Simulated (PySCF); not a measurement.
Computed shifts of a molecule C₃H₉FSi, PBE/pcSseg-1 (PySCF), GIAO, gas phase, atoms alike by connectivity averaged where their shifts nearly agree, in ppm (number of nuclei): ²⁹Si: 20.6 (1). ¹⁹F: -248.0 (1). ¹³C: 25.7 (1), 22.6 (1), 22.4 (1). ¹H: 6.01 (1), 5.78 (1), 2.25 (1), 2.09 (1), 1.64 (2), 1.40 (3). References: ²⁹Si against TMS (σ = 335.4 ppm); ¹⁹F against CFCl3 (σ = 133.6 ppm); ¹³C against TMS (σ = 182.0 ppm); ¹H against TMS (σ = 31.49 ppm), references at their B3LYP-D3(BJ)/def2-TZVP geometries, non-relativistic. Coordinates come from a PBE-D3(BJ)/def2-SVP optimisation. One conformer was computed; it need not be the lowest.

Task: Identify the compound among the candidates.
A. C[Si](C)(C)F
B. CCC[SiH2]F
C. C[SiH](C)CF
D. CC[SiH2]CF

Result: B, CCC[SiH2]F
